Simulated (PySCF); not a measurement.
C6H8OSi.
SMILES: `[SiH3]OC1=CC=CC=C1`

Torsions of this conformer, `[SiH3:1][O:2][c:3]1[cH:4][cH:5][cH:6][cH:7][cH:8]1`: Si1–O2–C3–C4 178°.

The closed-shell ground state was solved at several levels (PySCF, density fitting, gas phase, non-relativistic). The structure is a single PBE0-D3(BJ)/def2-SVP conformer in the gas phase; no vibrational or solvent corrections.

```json
{"level": "PBE0/def2-SVPD", "basis functions": "231", "total energy (Eh)": "-597.4113", "HOMO (eV)": "-6.69", "LUMO (eV)": "-0.36", "gap (eV)": "6.33", "dipole (D)": "0.70"}
{"level": "CAM-B3LYP/pcSseg-1", "basis functions": "183", "total energy (Eh)": "-597.9991", "HOMO (eV)": "-7.87", "LUMO (eV)": "0.82", "gap (eV)": "8.69", "dipole (D)": "0.83"}
```

**Question.** Estimate the row for PBE0/pcSseg-1, a basis of 183 functions; the other rows only guide the guess.

**Answer.** Total energy -597.6603 Eh, HOMO -6.68 eV, LUMO -0.30 eV, gap 6.38 eV, dipole 0.82 D.

**Question.** Over all these levels, which gives the widest orbital gap and which the narrowest?

**Answer.** CAM-B3LYP/pcSseg-1 (range-separated hybrid) has the widest, 8.69 eV, and PBE0/def2-SVPD (global hybrid, 25 % exact exchange) the narrowest, 6.33 eV. Functional and basis both differ between the two, so the spread mixes both effects.

**Question.** How far do the dipole and the HOMO energy spread over the levels?

**Answer.** The dipole runs from 0.70 to 0.83 D (mean 0.78 D) and the HOMO from -7.87 to -6.68 eV.
